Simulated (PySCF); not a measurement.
Isomers C$_{8}$H$_{7}$P:

A. SMILES C1=C(C)C(C#P)=CC=C1
B. `C#Cc1cpccc1C`
C. `InChI=1S/C8H7P/c1-7-2-4-8(6-9)5-3-7/h2-5H,1H3`

Spectrum 1. ¹H NMR (500 MHz, computed): δ 7.96 (m, 2H), 7.41 (d, 2H), 2.50 (s, 3H). ¹³C{¹H} NMR (computed): δ 177.8 (C), 146.0 (C), 142.6 (CH), 134.0 (CH), 130.0 (C), 24.6 (CH3).

Spectrum 2. ¹H NMR (500 MHz, computed): δ 9.52 (m, 1H), 9.10 (m, 1H), 8.12 (m, 1H), 3.28 (s, 1H), 2.75 (s, 3H). ¹³C{¹H} NMR (computed): δ 171.1 (CH), 165.2 (CH), 148.4 (C), 139.8 (CH), 131.8 (C), 94.5 (CH), 88.4 (C), 27.3 (CH3).

Spectrum 3. ¹H NMR (500 MHz, computed): δ 8.07 (m, 1H), 7.54 (m, 1H), 7.51 (m, 1H), 7.44 (m, 1H), 2.73 (s, 3H). ¹³C{¹H} NMR (computed): δ 175.1 (C), 151.6 (C), 143.2 (CH), 135.5 (CH), 134.1 (CH), 132.2 (C), 131.0 (CH), 25.3 (CH3).

PySCF 2.14.0 with density-fitted response routines calculation with GIAO PBE0/pcSseg-1 shieldings and geometry from GFN2-xTB; in vacuum, single conformer, averaged over atoms made equivalent by symmetry, fast rotation or ring inversion, no relativistic terms.

Chemical shifts δ = σref − σ; TMS for ¹H and ¹³C, all at this level. Splittings of carbon signals by F and P are missing where no couplings were computed. Where no couplings were computed, multiplicities follow the n + 1 count of equivalent neighbours, and m marks all less simple cases (inequivalent or close neighbours, rings, F or P nearby). Shifts are as computed. Against solution values, carbons near 30 ppm lie about +3 ppm off and those near 130 ppm about +5 ppm. Of 1211 compounds with measured shifts, 218 miss one by over three times the rms of a fit or turn the order of signals round; such compounds aren't used in these exercises.

**Question.** Which spectrum belongs to which compound?

**Answer.** 1–C, 2–B, 3–A.

- Spectrum 1 (C): 6 ¹³C signals; δC 134.0 is an aromatic CH; δC 24.6 is a methyl carbon on an aromatic ring.
- Spectrum 2 (B): 8 ¹³C signals; δC 139.8 is an aromatic CH; δC 94.5 is a terminal alkyne carbon.
- Spectrum 3 (A): 8 ¹³C signals; δC 135.5 is an aromatic CH; δC 134.1 is an aromatic CH.
